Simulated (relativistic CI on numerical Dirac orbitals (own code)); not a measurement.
Transition arrays of Tc¹⁵⁺

Calculated at this level of theory: Dirac-Coulomb-Breit CI, separate exchange-only KLI orbitals for each configuration, model QED, valence Slater integrals scaled by 0.9, whole transition arrays (own radial code, finite nucleus).

Configuration list (outside the closed core [Ar]): 3d10, 3d9 4f, 3d9 4p, 3d9 5f. Levels of other configurations are missing.

All E1 lines from the levels of 3d10; mean and standard deviation are weighted by gf, and upper levels are sorted by their leading configuration.

| Upper configuration | Lines | Σgf | Mean (eV) | Mean (nm) | σ (eV) | Strongest line (nm) |
| --- | --- | --- | --- | --- | --- | --- |
| 3d9 4f | 3 | 4.2 | 385.85 | 3.213 | 1.86 | 3.210 |
| 3d9 4p | 3 | 0.5 | 273.45 | 4.534 | 1.13 | 4.542 |
| 3d9 5f | 3 | 2.5 | 465.51 | 2.663 | 1.86 | 2.660 |

Σgf per state of the lower configuration in bins of 0.05 nm over the central range (centre: value): 2.675: 2.49, 3.225: 3.97, 3.275: 0.19, 4.475: 0.09, 4.525: 0.45.

Question: How do configuration mixing and the scaling of the Slater integrals move the arrays?

Answer: Slater scale 0.9, no configuration mixing: 3d9 4f 386.6 ± 1.9 eV (Σgf 4.8), 3d9 4p 273.5 ± 1.1 eV (Σgf 0.5), 3d9 5f 464.7 ± 1.9 eV (Σgf 1.8); Slater scale 1: 3d9 4f 386.8 ± 1.9 eV (Σgf 4.2), 3d9 4p 273.6 ± 1.1 eV (Σgf 0.5), 3d9 5f 466.0 ± 1.9 eV (Σgf 2.5); Slater scale 0.8: 3d9 4f 384.9 ± 1.9 eV (Σgf 4.2), 3d9 4p 273.3 ± 1.1 eV (Σgf 0.5), 3d9 5f 465.0 ± 1.9 eV (Σgf 2.5). With mixing, levels are counted to their leading configuration, so an array can shrink or vanish into another, and the sums then hold other lines.
